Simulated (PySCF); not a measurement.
Working out the ionisation energy of Ag

Ag [Kr] 4d10 5s1 (2S) → Ag⁺ [Kr] 4d10 (1S). Calculation: PySCF 2.14, in ANO-RCC-VTZP (7s6p4d2f1g, 68 functions); the spin-free X2C one-electron Hamiltonian (Gaussian nucleus). Frozen: [Ar] 3d10. Energies in hartree (1 hartree = 27.21139 eV):

```json
{"part": "UHF", "Ag (lower)": "-5312.645525", "Ag⁺ (upper)": "-5312.411289"}
{"part": "MP2 opposite-spin", "Ag (lower)": "-0.403457", "Ag⁺ (upper)": "-0.377941"}
{"part": "MP2 same-spin", "Ag (lower)": "-0.204836", "Ag⁺ (upper)": "-0.186733"}
```

Task: What does Hartree-Fock give?

Result: (-5312.411289) − (-5312.645525) = 0.234236 hartree = 6.374 eV.

Task: What do MP2 and SCS-MP2 (6/5 opposite-spin, 1/3 same-spin) give?

Result: The opposite-spin parts differ by 0.694 eV and the same-spin parts by 0.493 eV. MP2: 6.374 + (0.694) + (0.493) = 7.561 eV. SCS-MP2: 6.374 + 1.2 × (0.694) + (0.493)/3 = 7.371 eV.

Measured between the centres of the two terms (NIST): 7.576 eV, so MP2 (valence and next inner shell) is off by -0.015 eV.

What remains against the reference includes basis incompleteness, the frozen core and correlation beyond second order.
